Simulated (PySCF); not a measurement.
## Interval between two levels of Ir²⁺ by level of theory

Ir²⁺ [Xe] 4f14 5d7 [4F9/2, M_J = 9/2] → Ir²⁺ [Xe] 4f14 5d6 6p1 [6F11/2, M_J = 11/2], as a difference of total energies. All numbers are calculated (PySCF 2.14, the two-component X2C-1e Hamiltonian, in x2c-TZVPall-2c with one added diffuse shell each of s, p, d type (12s12p11d2f, 117 functions)). Correlated levels: [Kr] 4d10 4f14 frozen; the 34 highest virtual spinors dropped. "Screened" scales the spin-orbit matrix elements by Boettger's factors to mimic the two-electron term; Breit and QED terms are absent.

```json
{"method": "GHF (screened spin-orbit)", "interval between two levels (cm⁻¹)": "79014"}
{"method": "GMP2 (screened spin-orbit)", "interval between two levels (cm⁻¹)": "82615"}
```

The labels give the starting determinants; with spin-orbit coupling the two ends relaxed to ⟨J²⟩ = 24.77, ⟨L²⟩ = 13.11, ⟨S²⟩ = 3.59 and ⟨J²⟩ = 35.79, ⟨L²⟩ = 13.05, ⟨S²⟩ = 8.36.
